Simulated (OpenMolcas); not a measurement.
**Ge3+: CASPT2 settings compared**

* Program: OpenMolcas
* Basis: ANO-RCC-VDZ [5s4p1d]
* Scalar Hamiltonian: DKH3, point nucleus
* Active space: 1 electron in 4 orbitals (4s 4p)
* State averaging: 2S+1 = 2 even, 1 root; 2S+1 = 2 odd, 3 roots
* Spin-orbit coupling: RASSI with atomic mean-field integrals over the reference wave functions, term energies averaged over their components

Methods on the same reference wave functions:
A. CASSCF
B. SS-CASPT2, IPEA 0.2 Eh, no level shift (closed shells correlated: 3s 3p 3d)
C. SS-CASPT2, IPEA 0.35 Eh, imaginary shift 0.15 Eh (closed shells correlated: 3d)
D. XMS-CASPT2, IPEA 0.5 Eh, no level shift (closed shells correlated: 3s 3p 3d)

Energies in cm⁻¹ above 4s ²S_1/2, the measured ground level; measured values from Sugar and Musgrove, J. Phys. Chem. Ref. Data 22, 1213 (1993).

```csv
Level,A,B,C,D,Measured
4s ²S_1/2,0.0,0.0,0.0,0.0,0.0
4p ²P°_1/2,80323,80580,80564,80534,81311
4p ²P°_3/2,83145,83402,83387,83356,84102
```

Deviations, from unrounded energies. A percentage is the sum of absolute deviations over the sum of measured energies, with the sign that they share, or ± where signs differ.

| Against measurement | Levels | A | B | C | D |
| --- | --- | --- | --- | --- | --- |
| mean absolute deviation (cm-1) | 2 | 970 | 720 | 730 | 760 |
| other configurations (%) | 2 | -1.2 | -0.9 | -0.9 | -0.9 |

B, C lie about equally close to measurement and A furthest from it. The largest miss of B in the table is 4p ²P°_1/2, by -730 cm-1. The ranking rests on the paired levels alone, and a cruder setting can come out closer through cancelling errors.

Among B to D the level of the table that moves most is 4p ²P°_1/2, by 46 cm-1 (lowest in D, highest in B).

The lowest spin-free term lies below A's lowest term by 0.010 hartree in B, 0.005 hartree in C, 0.010 hartree in D.

The basis is small and was not contracted for so high a charge. With one active electron the reference holds no correlation, so core polarisation is missing (holds for A). With one active electron, CASPT2 adds the correlation within the correlated inactive shells and between them and that electron, and leaves the splitting within a term as the reference gives it (holds for B; C; D). Computed and measured levels are paired by configuration, term and J; levels that our copy of the source lacks, or whose pairing is in doubt (as where it misses far off the trend of its configuration), stay unpaired and out of the deviations. Levels of configurations outside the active space are missing.

° marks odd parity.
